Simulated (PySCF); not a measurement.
Ionisation energy of Hg⁺ by level of theory

Hg⁺ [Xe] 4f14 5d10 6s1 (2S) → Hg²⁺ [Xe] 4f14 5d10 (1S), as a difference of total energies. Calculation: PySCF 2.14, in aug-cc-pwCVDZ-PP with ECP60MDF; a scalar-relativistic core potential. Correlated levels: valence and next inner shell: nothing frozen outside the core potential. The calculations carry no spin-orbit coupling.

| method | ionisation energy (eV) | error (eV) |
| --- | --- | --- |
| UHF | 17.120 | -1.637 |
| MP2 (valence and next inner shell) | 18.792 | +0.035 |
| SCS-MP2 (valence and next inner shell) | 18.539 | -0.218 |
| CCSD (valence and next inner shell) | 18.477 | -0.280 |
| CCSD(T) (valence and next inner shell) | 18.553 | -0.204 |

Reference: 18.757 eV (measured; NIST Atomic Spectra Database, ionization energies).

Errors of the correlated levels include the incompleteness of this basis.
